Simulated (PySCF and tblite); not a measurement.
The numbers below are computed, except where a source is named.
C6H12Se, numbered as in [CH3:1][C@@H:2]1[CH2:3][CH2:4][C@H:5]([CH3:6])[Se:7]1.

Conformers came from 60 starts (ETKDG and KDG, UFF, GFN2-xTB); geometries are GFN2-xTB. Energies: PBE0-D3(BJ)/pcSseg-1, with GFN2-xTB thermal terms (modes under about 100 cm⁻¹ blended into free rotors). Symmetry numbers and mirror images are counted. Conformers within 2.5 kcal/mol (GFN2-xTB free energy) were kept, 3 at most. Couplings: B3LYP/6-31G* with pcJ-1 on H (gas phase; spin-dipole term only for pairs with B, N, F, Si or P). Couplings are for ¹H. H–H couplings come out 0.1 to 0.9 Hz lower than with pcJ-1 on all atoms. Of two unlike H on one atom, a is the less shielded (PBE0/pcSseg-1). Run with PySCF (density fitting) and tblite.

The 5-ring runs over atoms 2–3–4–5–7. Of a mirror pair one member is shown.

```tsv
conformer	shape	weight %
1	5-ring twist (ring torsions 55, -40, 14, 14, -40°)	100.0
```

Problem. Give the couplings in each conformer and the averages at 298.15 K (pairs that fast motion interchanges averaged).

Solution. 
```tsv
coupling	pairs	1	average (Hz)
²J(H1,H1)	6	-13.6	-13.6
³J(H1,H2)	6	7.5	7.5
³J(H2,H3b)	2	6.5	6.5
³J(H2,H3a)	2	7.1	7.1
²J(H3b,H3a)	2	-12.9	-12.9
³J(H3b,H4b)	1	4.8	4.8
³J(H3b,H4a)	2	8.2	8.2
³J(H3a,H4a)	1	5.1	5.1
```

Spin–orbit effects of the heavy atoms on shieldings are missing.
